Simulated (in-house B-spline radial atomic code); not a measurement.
Stripping arsenic of all its electrons. The total binding energy is the sum of the 33 successive ionisation energies. Configuration: [Ar] 3d10 4s2 (4p1/2)2 (4p3/2)1. Computed with an all-electron radial atomic-structure program (B-spline basis): Dirac-Hartree-Fock, average of the jj configuration, Fermi nucleus of rms radius 4.0968 fm.

Dirac-Coulomb total energy: -2259.4439 hartree. First-order corrections (hartree): Breit 1.052, self-energy 0.7807, vacuum polarisation -0.07536, recoil 0.0122.

Problem. What total binding energy follows, and how does it compare with the sum of NIST's ionisation energies?

Solution. 61434 eV from the corrected total, against 61471 ± 25 eV from NIST's table (measured, semi-empirical and theoretical entries, uncertainties added in quadrature). The difference, +36 eV, is within about twice the table's uncertainty, so it can't show the correlation energy.

Problem. What share of the binding belongs to the last two electrons?

Solution. 48 % by NIST's values (29476.6 eV).
